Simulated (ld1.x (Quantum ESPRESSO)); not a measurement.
The numbers below are computed, except where a source is named.
**Potentials for Si compared**

Generated with ld1.x 7.5 (TM, RRKJ, ultrasoft, PAW), atompaw 4.2 or ONCVPSP 4.0.1. The cutoff is in Ry: for ld1.x and atompaw files where the sum of valence levels is converged to 10 mRy in a Bessel basis, for ONCV files where the hardest occupied wave has 1 mHa per electron of residual kinetic energy. The error is the largest all-electron minus pseudo excitation energy over each file’s own four to seven test configurations (ionisations up to +4, promotions, holes and added fractions of an electron), all of which were solved. The labels leave out finer settings (local radius, basis sizes, second energies), which also bear on the numbers. Spin-polarised tests are not counted. The rows are a selection from randomly drawn settings: files with unsolved tests, undetermined cutoffs or missed reference levels are left out.

| potential | cutoff (Ry) | largest error (meV) | bound ghosts |
| --- | --- | --- | --- |
| ultrasoft, PBE, scalar-relativistic, rc 1.75/1.75/1.90 (spd), local smoothed, core correction no, reference 3s2 3p2 | 10 | +23 | none |
| TM, PBEsol, non-relativistic, rc 1.40/1.70/1.65 (spd), local s, core correction yes, reference 3s2 3p2 | 30 | +53 | none |
| PAW, LDA (PZ), scalar-relativistic, rc 1.75/1.80 (sp), local smoothed, core correction yes, reference 3s2 3p2 | 10 | -73 | none |
| RRKJ, LDA (PZ), non-relativistic, rc 1.55/1.60/1.40 (spd), local smoothed, core correction no, reference 3s2 3p2 | 18 | +240 | none |
| TM, LDA (PZ), non-relativistic, rc 1.85/2.00 (sp), local smoothed, core correction yes, reference 3s2 3p2 | 15 | +77 | none |
| PAW, LDA (PZ), scalar-relativistic, rc 1.80/2.10 (sp), local smoothed, core correction yes, reference 3s2 3p2 | 10 | -74 | none |

Problem. Fill in the row for Si: TM, PBEsol, non-relativistic, rc 1.35/1.35 (sp), local s, core correction yes, reference 3s2 3p0.5.

Solution. cutoff 45 Ry, largest error +15 meV, bound ghosts: none.

Problem. Fill in the row for Si: TM, PBE, fully relativistic, rc 1.25/1.90/2.05 (spd), local s, core correction yes, reference 3s2 3p0.

Solution. cutoff 50 Ry, largest error +36 meV, bound ghosts: none.
